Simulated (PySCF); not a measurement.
The vertical singlet excitations below were computed for one of the candidates. The calculation used PySCF 2.14.0, density-fitted response routines, TDDFT CAM-B3LYP/def2-SVPD, vertical, gas phase, core orbitals frozen in the response. Geometries: PBE0-D3(BJ)/def2-SVP, one conformer each.

| state | E (eV) | λ (nm) | f |
| --- | --- | --- | --- |
| S1 | 6.34 | 195.5 | 0.0000 |
| S2 | 6.60 | 187.8 | 0.0074 |
| S3 | 6.62 | 187.3 | 0.0031 |
| S4 | 7.44 | 166.7 | 0.034 |
| S5 | 7.63 | 162.5 | 0.038 |
| S6 | 7.99 | 155.2 | 0.022 |
| S7 | 8.26 | 150.1 | 0.032 |
| S8 | 8.31 | 149.1 | 0.075 |
| S9 | 8.44 | 147.0 | 0.016 |
| S10 | 8.54 | 145.2 | 0.128 |

Question: Which structure fits? All have the formula C7H9FO.
A. `C=C1C(=C)[C@H](F)[C@@H]1OC`
B. `C1=C(C(C[C@H](C1)C)=O)F`
C. `[C@H]1(C#C)[C@@](CC1)(OC)F`

Answer: C. Its S1, at 6.34 eV, is the highest among the candidates; the nearest of the others has S1 at 5.20 eV. S1 is HOMO-1→LUMO+1 (29%), HOMO-1→LUMO+2 (14%), HOMO→LUMO+5 (10%). Löwdin shares by element: HOMO carbon 63% or more, oxygen 14% (atoms not listed hold the other 22%); LUMO carbon 29% or more, hydrogen 12% or more (atoms not listed hold the other 59%). At the same level the other candidates give, for their lowest levels:
- `C=C1C(=C)[C@H](F)[C@@H]1OC`: 5.20 eV (f 0.306); 5.33 eV (f 0.024); 6.28 eV (f 0.004); 6.33 eV (f 0.008); 6.85 eV (f 0.005); T1 2.82 eV; HOMO -8.29, LUMO -0.62 eV
- `C[C@H]1CC=C(F)C(=O)C1`: 3.94 eV (f 0.000); 5.61 eV (f 0.249); 6.99 eV (f 0.000); 7.33 eV (f 0.005); 7.41 eV (f 0.008); HOMO -8.99, LUMO -0.62 eV

Shape of the structure used: `[CH:1]#[C:2][C@@H:3]1[CH2:4][CH2:5][C@@:6]1([F:7])[O:8][CH3:9]`: C5–C6–O8–C9 171°.
Triplets come from the Tamm–Dancoff approximation.
